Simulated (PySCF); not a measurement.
Molecule: SMILES C[C@@H]1CCC(=O)C=C1[O-], [C$_{7}$H$_{9}$O$_{2}$]-.

Geometry (Å), atoms numbered from 1 in this order:
```xyz
18

C     2.2556    0.1894    0.0146
C     0.7785    0.1413    0.3943
C     0.1023   -1.1209   -0.1230
C    -1.3587   -1.1283    0.2911
C    -2.0912    0.1173   -0.2299
O    -3.3125    0.0312   -0.4601
C    -1.3197    1.2718   -0.3907
C     0.0452    1.4029   -0.1175
O     0.6918    2.4616   -0.2295
H     2.8246   -0.5866    0.5295
H     2.6587    1.1656    0.2745
H     2.3693    0.0516   -1.0601
H     0.7006    0.1578    1.4918
H     0.6182   -2.0117    0.2619
H     0.1692   -1.1416   -1.2152
H    -1.4341   -1.1346    1.3849
H    -1.8755   -2.0186   -0.0804
H    -1.8311    2.1581   -0.7480
```

Total charge -1.

Frames of a GFN2-xTB Langevin trajectory at 600 K; GIAO PBE0/pcSseg-1 shieldings in PySCF, gas phase, non-relativistic; equivalent atoms averaged within each frame.

Shifts are taken against calculated references (same method and geometry level): ¹³C (186.93 ppm) and ¹H (31.72 ppm) vs TMS; ¹⁷O (336.08 ppm) vs H2O. The references are static minima.

Problem. How do the shifts (ppm) fluctuate along the trajectory?

Solution. 
```csv
time (fs),C8,C5,C7,C4,C2,C3,C1,O6,O9,H18
250,194.0,190.4,110.5,57.5,56.4,41.7,22.5,480.5,447.0,5.06
425,189.4,191.1,108.3,35.8,49.8,35.0,21.4,464.2,423.0,5.18
625,198.2,194.5,102.1,48.6,42.3,37.9,21.8,502.9,448.4,3.88
800,192.1,198.5,107.3,43.4,44.1,49.2,23.6,518.8,429.3,5.69
1000,197.0,190.2,99.8,47.1,46.3,46.7,11.6,503.4,469.4,4.98
mean of frames,194.2,192.9,105.6,46.5,47.8,42.1,20.2,493.9,443.4,4.96
standard deviation,3.6,3.5,4.5,7.9,5.6,5.9,4.9,21.5,18.2,0.66
```

5 frames give an uncertainty of the mean of about the standard deviation over 2.2 at best, since frames this close in time may not be independent; classical motion lacks zero-point vibration, and the reference would need the same averaging.
